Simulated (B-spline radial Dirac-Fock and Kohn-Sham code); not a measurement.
Elastic electron scattering at 50 keV, Gd to Hg

Level of theory: relativistic (Dirac) partial waves in the static field of the Dirac-Fock atom with Furness-McCarthy exchange, without polarisation or absorption potentials; a radial B-spline solver. σ_tr1 and σ_tr2 weight the cross section with 1 − P₁ and 1 − P₂ of cos θ; "backward" is the share scattered beyond 90°.

```tsv
Z	element	σ (a₀²)	σ_tr1 (a₀²)	σ_tr2 (a₀²)	backward (%)	dσ/dΩ at 90° (a₀²/sr)
64	Gd	1.20	0.0105	0.0232	0.14	0.000460
65	Tb	1.15	0.0108	0.0237	0.15	0.000476
66	Dy	1.14	0.0111	0.0242	0.16	0.000493
67	Ho	1.12	0.0113	0.0247	0.16	0.000509
68	Er	1.11	0.0116	0.0252	0.17	0.000526
69	Tm	1.10	0.0119	0.0257	0.18	0.000543
70	Yb	1.08	0.0122	0.0262	0.19	0.000560
71	Lu	1.11	0.0125	0.0267	0.19	0.000577
72	Hf	1.13	0.0128	0.0273	0.20	0.000595
73	Ta	1.14	0.0131	0.0278	0.20	0.000612
74	W	1.15	0.0134	0.0283	0.21	0.000629
75	Re	1.15	0.0137	0.0288	0.22	0.000646
76	Os	1.16	0.0140	0.0293	0.22	0.000664
77	Ir	1.16	0.0143	0.0298	0.23	0.000681
78	Pt	1.13	0.0146	0.0303	0.25	0.000698
79	Au	1.13	0.0149	0.0308	0.25	0.000715
80	Hg	1.16	0.0152	0.0313	0.26	0.000731
```

Values without a named source are computed, but for edge energies of neutral atoms, which are taken from tables.
